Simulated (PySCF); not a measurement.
## Spectroscopy problems

Theory: J couplings at B3LYP/pcJ-1 (spin–dipole term left out of most H,H and C,H couplings), structure optimised with GFN2-xTB, PBE0/pcSseg-1 with gauge-including orbitals, in PySCF 2.14.0 with density-fitted response routines (no relativistic terms, isolated molecule, fast rotation and ring inversion assumed for equivalent nuclei, one conformer).

References, each an isolated molecule treated in the same way: 1H (σref 31.72), 13C (σref 186.93) against TMS. Multiplet labels drop J under 1 Hz and among equivalent protons, and merge close values. Unscaled 3J(H,H) run several per cent high. One-bond C–F couplings are unscaled and too large by tens of Hz. Shifts are as computed. Against solution values, carbons near 30 ppm lie about +3 ppm off and those near 130 ppm about +5 ppm. Of 1211 compounds with measured shifts, 218 miss one by over three times the rms of a fit or turn the order of signals round; such compounds aren't used in these exercises. OH and NH positions are gas-phase values without hydrogen bonding to other molecules.

Problem. C4H2FN3. 1H NMR (500 MHz, computed): δ 9.26 (br s, 1H), 2.64 (s, 1H). 13C{1H} NMR (computed): δ 166.0 (C, d, J = 331.0 Hz), 148.4 (C, d, J = 16.6 Hz), 87.8 (CH), 79.8 (C). Give a structure.

Solution. SMILES C#Cc1n[nH]c(F)n1. Rings plus π bonds: 5 (1 ring in the answer). 4 carbon signals for 4 carbons: no two carbons are equivalent. Carbon types of the structure: 3 × C, 1 × CH, leaving 1 H on heteroatoms. δC 166.0: aromatic carbon bearing fluorine; the electronegative substituent deshields the carbon that carries it. δC 87.8: terminal alkyne carbon; the triple bond shields along its axis, which puts it between sp3 and sp2 carbons. δC 79.8: alkyne carbon; the triple bond shields along its axis, which puts it between sp3 and sp2 carbons. δH 9.26: hydrogen on a pyrrole-type ring nitrogen; exchangeable; this is the value without hydrogen bonding to other molecules.

The shifts were computed for this structure.

Problem. C4H2FN3. 1H NMR (600 MHz, computed): δ 10.22 (br s, 1H), 3.05 (d, J = 1.0 Hz, 1H). 13C{1H} NMR (computed): δ 175.0 (C, d, J = 335.6 Hz), 120.4 (C, d, J = 12.8 Hz), 95.0 (CH), 75.2 (C, d, J = 5.1 Hz). What is it?

Solution. SMILES C(#C)C1=NNN=C1F. Rings plus π bonds: 5 (1 ring in the answer). 4 carbon signals for 4 carbons: no two carbons are equivalent. Carbon types of the structure: 3 × C, 1 × CH, leaving 1 H on heteroatoms. δC 175.0: aromatic carbon bearing fluorine; σ withdrawal by the attached heteroatom moves it downfield of the ring CH carbons. δC 95.0: terminal alkyne carbon; the triple bond shields along its axis, which puts it between sp3 and sp2 carbons. δC 75.2: alkyne carbon; the triple bond shields along its axis, which puts it between sp3 and sp2 carbons. δH 10.22: hydrogen on a pyrrole-type ring nitrogen; labile proton, position sensitive to the medium.

The data come from this structure; uniqueness wasn't tested.
